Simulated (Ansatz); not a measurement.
CH₇AlGeS (`C[S][AlH][GeH3]`). Total charge 0; spin multiplicity 1. All single points use the PBE0-D4/def2-TZVP geometry. It is one conformer, not always the lowest.

```xyz
11

C     1.834    0.765   -0.542
S     1.413   -0.715   -1.515
Al   -0.526   -1.339   -0.766
Ge   -1.657   -0.041    1.013
H     2.565    0.501    0.222
H     2.273    1.497   -1.219
H     0.958    1.205   -0.067
H    -1.111   -2.649   -1.435
H    -1.110   -0.405    2.408
H    -1.464    1.482    0.857
H    -3.175   -0.299    1.045
```

(1) What is the dipole moment at r2SCAN/def2-TZVPP? (An estimate is asked.)

(2) And with PBE, B3LYP, ωB97M-V? (An estimate is asked.)

(3) Give the Mulliken charges with r2SCAN, ωB97M-V, PBE in def2-TZVPP. (Estimate.)

Answers

(1) Ansatz gave: 1.27 D, with components (0.29, 1.03, 0.69) D in this frame, pointing from negative to positive charge.

(2) Ansatz gave: PBE 1.24 D, B3LYP 1.14 D, ωB97M-V 1.11 D.

(3) Ansatz gave: 
```csv
atom,r2SCAN,ωB97M-V,PBE
C1,-0.12,-0.32,-0.24
S2,-0.23,-0.18,-0.19
Al3,0.44,0.37,0.32
Ge4,-0.15,-0.23,-0.12
H5,0.09,0.14,0.12
H6,0.09,0.14,0.12
H7,0.08,0.12,0.11
H8,-0.15,-0.10,-0.10
H9,-0.01,0.01,-0.01
H10,-0.02,0.02,-0.01
H11,-0.01,0.02,0.00
```

B3LYP here is the variant with VWN-RPA as its local correlation; programs differ in this.
